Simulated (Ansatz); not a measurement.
Input file for Ansatz (a program for electronic structure): U-B2PLYP/def2-TZVPP on SiB, 2S+1 = 4, a spin state set in the input, which need not be the lowest, a point of a bond scan (R = 1.912 Å).

Ansatz 0.2 input:
```yaml
crystal:
  periodic: [false, false, false]
  atoms:
    - {symbol: B, position_ang: [0.00000000, 0.00000000, 0.00000000]}
    - {symbol: Si, position_ang: [0.00000000, 0.00000000, 1.91191200]}
basis:
  gaussian:
    orbitals: def2-TZVPP
    pivot_positions_ang: [[0.00000000, 0.00000000, 0.00000000], [0.00000000, 0.00000000, 1.91191200]]
hamiltonian:
  xc: {name: B2PLYP}
magnetization: {spin_polarized: true, initial_magnetization: 3}
correlation: {electrons: valence}
output: {orbitals: {seedname: ./end}}
```

It printed:

```
Functional definition: B2PLYP
[...]
integrals: 0.02 GiB planned
496 factors; integrals over basis functions are off by at most 2.6e-4 eV
mean field: 0.20 GiB planned
mean field evaluation 1: about -8542.5295 eV, gradient 7.6e0 eV
mean field evaluation 2: about -8542.6735 eV, gradient 7.4e0 eV
mean field evaluation 4: about -8543.2216 eV, gradient 1.4e0 eV
mean field evaluation 8: about -8543.2905 eV, gradient 1.5e-1 eV
mean field evaluation 16: about -8543.2918 eV, gradient 3.3e-4 eV
mean field -8543.29175673 eV, -313.9601812086 hartree, gradient 4.4e-6 eV, S^2 3.753755; 0 other end points of the search recorded, 0 dependent functions left out
6 core orbitals not correlated
reference -8543.29187078 eV, -313.9601853998 hartree; 5, 2 occupied and 62, 65 virtual orbitals, 496 factors
second order -4.84778120 eV of doubles, -0.00000000 eV of singles
Total energy: -8544.60077170 eV, -314.0082866216 hartree
```

The calculation finished and met its thresholds.

Cost: very roughly 1.9 core-seconds.
